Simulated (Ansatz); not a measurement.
```yaml
crystal:
  periodic: [false, false, false]
  atoms:
    - {symbol: O, position_ang: [1.461368, 0.432086, 0.845453]}
    - {symbol: B, position_ang: [-0.035279, 0.751802, 0.780537]}
    - {symbol: O, position_ang: [-0.615677, -0.215063, -0.180459]}
    - {symbol: B, position_ang: [-0.367101, -1.101692, -1.227423]}
    - {symbol: F, position_ang: [0.370772, -0.516961, -2.290055]}
    - {symbol: H, position_ang: [1.160193, 1.619861, 1.456875]}
    - {symbol: H, position_ang: [-1.145916, 1.385789, 1.579114]}
    - {symbol: H, position_ang: [-0.586844, -2.403433, -0.989336]}
basis:
  gaussian: {orbitals: aug-cc-pVTZ}
total_charge: -2
hamiltonian: {xc: {name: PBE0}, dispersion: d3bj, pseudopotentials: {relativity: scalar}}
output: {forces: true}
```

```sh
$ ansatz run in.yaml --threads 2 --pin off --events-out ev --progress --plain --max-ram 4352MiB
```

Output, abridged:

```
Functional definition: PBE0
1311 factors; their error is unknown
mean field evaluation 1: about -8200.9326 eV, gradient 6.1e1 eV
mean field evaluation 2: about -8182.6588 eV, gradient 1.1e2 eV
mean field evaluation 4: about -8203.4057 eV, gradient 3.8e1 eV
mean field evaluation 8: about -8209.6494 eV, gradient 2.8e0 eV
mean field evaluation 16: about -8209.6586 eV, gradient 2.2e-1 eV
mean field evaluation 32: about -8209.6589 eV, gradient 6.3e-5 eV
a density is far from that of the atoms, so the factors are made again for it
1838 factors; integrals over basis functions are off by at most 1.0e-3 eV
mean field -8209.65854193 eV, -301.6993867094 hartree, gradient 2.3e-5 eV, S^2 0.000000; 0 other end points of the search recorded, 0 dependent functions left out
reference -8209.65856764 eV, -301.6993876545 hartree; 20, 20 occupied and 279, 279 virtual orbitals, 1838 factors
Total energy: -8209.76215040 eV, -301.7031942504 hartree
Relativity: scalar
Atom 0 at     1.461368     0.432086     0.845453 Å, force    -5.186140     4.352827     2.120171 eV/Å
Atom 1 at    -0.035279     0.751802     0.780537 Å, force     1.087323    -2.915960    -1.049696 eV/Å
Atom 2 at    -0.615677    -0.215063    -0.180459 Å, force    -0.135635    -0.087044    -0.458039 eV/Å
Atom 3 at    -0.367101    -1.101692    -1.227423 Å, force     1.557099     1.486084     1.776429 eV/Å
Atom 4 at     0.370772    -0.516961    -2.290055 Å, force    -1.704460    -1.839597     1.455601 eV/Å
Atom 5 at     1.160193     1.619861     1.456875 Å, force     1.462788    -2.043218    -1.128654 eV/Å
Atom 6 at    -1.145916     1.385789     1.579114 Å, force     2.629473    -1.402173    -1.588774 eV/Å
Atom 7 at    -0.586844    -2.403433    -0.989336 Å, force     0.289552     2.449081    -1.127038 eV/Å
Dipole moment:     0.471913    -0.163078    -0.168355 e Å
```

Question: What is wrong with this run?

Answer: The charge is far from anything that the molecule holds. The run converged. The result belongs to that input, not to the molecule as meant.
